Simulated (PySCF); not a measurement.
Computed IR spectrum (relative IR intensity) of a molecule C6H4N2. Geometry optimised at PBE0-D3(BJ)/def2-SVP. One conformer was computed; it need not be the lowest. Level of theory: PBE0-D3(BJ)/def2-SVP run with PySCF. Frequencies are harmonic and unscaled.

ν (cm⁻¹): 532 (w), 570 (w), 640 (w), 688 (m), 719 (m), 747 (m), 829 (vw), 947 (vw), 1060 (w), 1234 (m), 1269 (vw), 1469 (w), 1482 (s), 1625 (s), 1675 (m), 3189 (m), 3196 (w), 3487 (vs) (against the strongest line: vs over 80 %, s over 45 %, m over 15 %, w over 4 %, vw less)

Question: Which molecule gave these data?
A. C#Cc1cnccn1
B. N#Cc1ccncc1
C. C#Cc1cncnc1
D. C#Cc1ccncn1

Answer: C, C#Cc1cncnc1
